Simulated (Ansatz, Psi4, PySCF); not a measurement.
Molecule: AlH₂, charge 1, multiplicity 1. SMILES: [AlH2+]
Geometry from a B3LYP-D3(BJ)/def2-TZVP (Ansatz, a program for electronic structure) optimisation:
```
Al
H 1 1.5491
H 1 1.5491 2 180.00
```
Charge +1, spin multiplicity 1.

Quantity: vertical triplet-singlet gap, E(triplet) - E(singlet), in eV. Conventions: each state is the SCF solution reached for its charge and spin; UHF or UKS for open shells; spin-orbit terms left out; frozen cores in correlated levels; 6-311+G** with 5d, 6d on Na to Ar in Ansatz; non-relativistic; no dispersion term unless named; six Cartesian d functions in 6-31G* and its kin unless marked 5d. Ab initio and DFT rows: single points at B3LYP-D3(BJ) geometries (Ansatz). A UHF reference is markedly spin-contaminated in at least one set, which strains HF and MP2. The spin state of an ion or metal species was assumed, not searched. Levels can end on unlike triplets.

```json
[
 {"level": "HF/6-31G*", "program": "Ansatz", "vertical triplet-singlet gap, E(triplet) - E(singlet) (eV)": "5.84"},
 {"level": "PBE/6-31G*", "program": "Ansatz", "vertical triplet-singlet gap, E(triplet) - E(singlet) (eV)": "5.59"},
 {"level": "PBE/6-311+G**", "program": "Ansatz", "vertical triplet-singlet gap, E(triplet) - E(singlet) (eV)": "5.55"},
 {"level": "B3LYP/STO-3G", "program": "Ansatz", "vertical triplet-singlet gap, E(triplet) - E(singlet) (eV)": "7.58"},
 {"level": "B3LYP/3-21G", "program": "Ansatz", "vertical triplet-singlet gap, E(triplet) - E(singlet) (eV)": "6.04"},
 {"level": "B3LYP/6-31G*", "program": "Ansatz", "vertical triplet-singlet gap, E(triplet) - E(singlet) (eV)": "5.91"},
 {"level": "B3LYP/6-311+G**", "program": "Ansatz", "vertical triplet-singlet gap, E(triplet) - E(singlet) (eV)": "5.84"},
 {"level": "wB97X-D/6-31G*", "program": "Psi4", "vertical triplet-singlet gap, E(triplet) - E(singlet) (eV)": "6.19"},
 {"level": "MP2/6-31G*", "program": "Ansatz", "vertical triplet-singlet gap, E(triplet) - E(singlet) (eV)": "6.16"},
 {"level": "M06-2X/def2-TZVPD", "program": "PySCF", "vertical triplet-singlet gap, E(triplet) - E(singlet) (eV)": "6.02"},
 {"level": "wB97X-V/def2-TZVPD", "program": "Ansatz", "vertical triplet-singlet gap, E(triplet) - E(singlet) (eV)": "6.24"}
]
```

No value to compare with is used here. The 9 habitual levels span 5.55 (PBE/6-311+G**) to 7.58 eV (B3LYP/STO-3G); wB97X-V/def2-TZVPD gives 6.24.

The levels are drawn from those run, B3LYP/6-31G* more often than the rest, none by its result; left out are runs that failed, that the program found above a lower state of the same kind, or whose <S^2> lies over 0.5 above the pure value.
